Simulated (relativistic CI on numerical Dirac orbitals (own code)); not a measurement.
How well does a small relativistic CI reproduce In I?

Method of calculation: Dirac-Coulomb-Breit CI, orbitals from a KLI potential per configuration, model QED (radiative potential, 1s self-energy scaled to tabulated hydrogen-like ionisation energies), valence Slater integrals scaled by 0.85, configuration energies shifted to the measured levels that pair with them (semi-empirical) (own radial code, finite nucleus).

Configurations in the expansion (outside the closed core [Kr] 4d10): 5s2.5p, 5s2.6s, 5s2.6p, 5s2.5d, 5s.5p2, 5s2.7s, 5s2.6d, 5s2.7p, 5s2.4f, 5s2.7d, 5s2.5f, 5s2.5g, 5s2.6f, 5s2.7f, 5p3, 5s.5p.5d. Levels of other configurations are missing.

| Configuration | Term (tabulated) | J | Measured (cm⁻¹) | Computed | Error | Purity (%) |
| --- | --- | --- | --- | --- | --- | --- |
| 5s2.5p | 2P° | 1/2 | 0.0 | 0 | 0 | 97 |
| 5s2.5p | 2P° | 3/2 | 2212.6 | 1913 | -299 | 97 |
| 5s2.6s | 2S | 1/2 | 24373.0 | 24373 | 0 | 100 |
| 5s2.6p | 2P° | 1/2 | 31817.0 | 31820 | 3 | 100 |
| 5s2.6p | 2P° | 3/2 | 32115.2 | 32112 | -3 | 100 |
| 5s2.5d | 2D | 3/2 | 32892.2 | 32908 | 16 | 97 |
| 5s2.5d | 2D | 5/2 | 32915.5 | 32899 | -16 | 96 |
| 5s.5p2 | 4P | 1/2 | 34977.7 | 35096 | 118 | 100 |
| 5s.5p2 | 4P | 3/2 | 36020.8 | 36021 | 0 | 100 |
| 5s2.7s | 2S | 1/2 | 36301.8 | 36302 | 0 | 100 |
| 5s.5p2 | 4P | 5/2 | 37451.9 | 37445 | -7 | 98 |
| 5s2.6d | 2D | 3/2 | 39048.5 | 39060 | 12 | 96 |
| 5s2.6d | 2D | 5/2 | 39098.4 | 39087 | -12 | 96 |

Measured levels from NIST Handbook of Basic Atomic Spectroscopic Data (Sansonetti and Martin, J. Phys. Chem. Ref. Data 34, 1559 (2005)); pairs were made by configuration, J and term (by order where the table uses no LS term), so strongly mixed levels may be paired wrongly.

Mean error by configuration (cm⁻¹): 5s2.5p -299; 5s2.6s 0; 5s2.6p 0; 5s2.5d 0; 5s.5p2 37; 5s2.7s 0; 5s2.6d 0. Over the excited levels the mean absolute error is 41 cm⁻¹ (12 of the 12 excited levels that our extract of the source holds in range could be paired), and the median relative error of those above 1,000 cm⁻¹ is 0.024 %, both after the shifts were fitted to these levels, so that a configuration with one level shows no error.

Transition probabilities of persistent lines. The last column rescales the computed rate by the cube of measured over computed energy:

```csv
λ measured (Å),Lower,Upper,A tabulated (s⁻¹),A computed,A rescaled
2710.26 air,5s2.5p 2P°_3/2,5s2.6d 2D_5/2,2.70e+07,3.63e+07,3.54e+07
2753.88 air,5s2.5p 2P°_1/2,5s2.7s 2S_1/2,1.30e+07,2.11e+07,2.11e+07
2932.63 air,5s2.5p 2P°_3/2,5s2.7s 2S_1/2,2.30e+07,3.82e+07,3.72e+07
3039.36 air,5s2.5p 2P°_1/2,5s2.5d 2D_3/2,1.11e+08,1.05e+08,1.05e+08
3256.09 air,5s2.5p 2P°_3/2,5s2.5d 2D_5/2,1.30e+08,1.24e+08,1.21e+08
3258.57 air,5s2.5p 2P°_3/2,5s2.5d 2D_3/2,3.00e+07,2.11e+07,2.04e+07
4101.75 air,5s2.5p 2P°_1/2,5s2.6s 2S_1/2,5.00e+07,5.83e+07,5.83e+07
4511.30 air,5s2.5p 2P°_3/2,5s2.6s 2S_1/2,8.90e+07,1.07e+08,1.03e+08
```

Configurations whose levels could be paired with our table of measured levels were shifted onto them, all but the ground configuration, by the median error of their levels; single terms can still be off by 1,000 to 2,000 cm⁻¹ or more, and rates follow the energies as ν³ (E1, M1) or ν⁵ (E2). The others borrow a shift and can be off by several thousand cm⁻¹ or more. The fine structure of a lone outer electron comes out too small, for d and f at times inverted, and misplaced configurations move strength between like terms. 12 of the 12 excited levels that our extract of the measured tables holds in this range could be paired (the sources list more); they are missed by 41 cm⁻¹ on average and 299 at most, after the shifts were fitted to these levels, and levels without a partner can miss by more.

Shifts applied (cm⁻¹): 5s2.5p 0; 5s2.6s -3595; 5s2.6p -3334; 5s2.5d -3343; 5s.5p2 4858; 5s2.7s -3856; 5s2.6d -3927.
